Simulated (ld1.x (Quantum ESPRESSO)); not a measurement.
# niobium (Nb): excitation energies, all-electron against TM

Nb (Z = 41), norm-conserving Troullier–Martins (Kleinman–Bylander form), made with ld1.x (Quantum ESPRESSO) 7.5 (PBE, fully relativistic). Core [Ar] 3d10 4s2, reference 4p6 4d2 5s0 5p0 (charge +3). Waves: 4p (bound): rc 1.35 bohr; 4d (bound): rc 1.35 bohr; 5s (bound, empty): rc 2.80 bohr. Local part: the s channel. Core correction: a·sin(br)/r model core, default radius (core density twice the valence density).

Open shells are filled in proportion to 2j + 1 (rel_dist='average').

Energies are relative to the spin-unpolarised reference configuration 4p6 4d2 5s0 5p0; without spin polarisation the order of configurations can differ from experiment. The frozen-core shift is the all-electron ΔE with the core orbitals held at their reference shape minus the fully relaxed ΔE.

```csv
valence configuration,charge,ΔE all-electron (eV),error AE − PS (meV),frozen-core shift (meV)
4p6 4d4 5s1 5p0,0,-45.398,-230,+45
4p6 4d4 5s0 5p0,+1,-38.760,-349,+52
4p6 4d3 5s0 5p0,+2,-24.721,-107,+21
4p6 4d3 5s1 5p0,+1,-38.381,-55,+24
4p5 4d4 5s1 5p0,+1,-5.613,-52,+5.8
4p6 4d5 5s0 5p0,0,-44.129,-534,+65
```

Question: What are ΔE and the potential's error for 4p6 4d4.5 5s0.5 5p0?

Answer: ΔE = -44.840 eV all-electron; the error (AE − PS) is -378 meV.

Levels in the configuration 4p6 4d4 5s1 5p0:

| level | all-electron (eV) | pseudo (eV) |
| --- | --- | --- |
| 4p j=1/2 | -35.938 | -35.633 |
| 4p j=3/2 | -33.842 | -33.548 |
| 4d j=3/2 | -3.135 | -2.960 |
| 4d j=5/2 | -2.980 | -2.810 |
| 5s j=1/2 | -3.982 | -4.089 |
